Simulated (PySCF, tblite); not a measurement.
Isomers of C4H10OSSi2, one GFN2-xTB conformer each. Single-point energies are computed at PBE0/pcSseg-1 (PySCF, gas phase, no added dispersion term), electronic only.

| SMILES | GFN2-xTB relative energy (kJ/mol) |
| --- | --- |
| CS[Si@@H](O)C#CC[SiH3] | 0.0 |
| C[SiH2]C#C[Si@H](O)SC | 25.4 |

Conformers: `[CH3:1][S:2][Si@@H:3]([OH:4])[C:5]#[C:6][CH2:7][SiH3:8]` with C1–S2–Si3–O4 -176°, S2–Si3–O4–H 27°; `[CH3:1][SiH2:2][C:3]#[C:4][Si@H:5]([OH:6])[S:7][CH3:8]` with C4–Si5–O6–H -83°, C4–Si5–S7–C8 -53°.

Question: What does PBE0/pcSseg-1 give for the same structures?

Answer: 
```json
{"SMILES": "C[SiH2]C#C[Si@H](O)SC", "PBE0/pcSseg-1 E (Eh)": "-1210.15447", "PBE0/pcSseg-1 (kJ/mol)": "0.0", "GFN2-xTB (kJ/mol)": "25.4", "point group": "C1"}
{"SMILES": "CS[Si@@H](O)C#CC[SiH3]", "PBE0/pcSseg-1 E (Eh)": "-1210.13495", "PBE0/pcSseg-1 (kJ/mol)": "51.2", "GFN2-xTB (kJ/mol)": "0.0", "point group": "C1"}
```

GFN2-xTB puts CS[Si@@H](O)C#CC[SiH3] lowest instead. 

Question: Which frontier levels, dipoles and rotational constants go with these structures?

Answer: 
| SMILES | HOMO (eV, PBE0/pcSseg-1) | LUMO (eV) | dipole (D) | A, B, C (MHz) |
| --- | --- | --- | --- | --- |
| C[SiH2]C#C[Si@H](O)SC | -6.87 | -0.90 | 2.10 | 1826, 491.2, 426.7 |
| CS[Si@@H](O)C#CC[SiH3] | -6.71 | -0.43 | 2.91 | 1726, 571.8, 460.3 |

Question: What happens when harmonic zero-point energies from GFN2-xTB frequencies are added?

Answer: 
```json
{"SMILES": "C[SiH2]C#C[Si@H](O)SC", "ZPE (kJ/mol)": "323.0", "electronic (kJ/mol)": "0.0", "with ZPE (kJ/mol)": "0.0"}
{"SMILES": "CS[Si@@H](O)C#CC[SiH3]", "ZPE (kJ/mol)": "317.8", "electronic (kJ/mol)": "51.2", "with ZPE (kJ/mol)": "46.0"}
```

The zero-point energies span 5.2 kJ/mol. The order is unchanged.
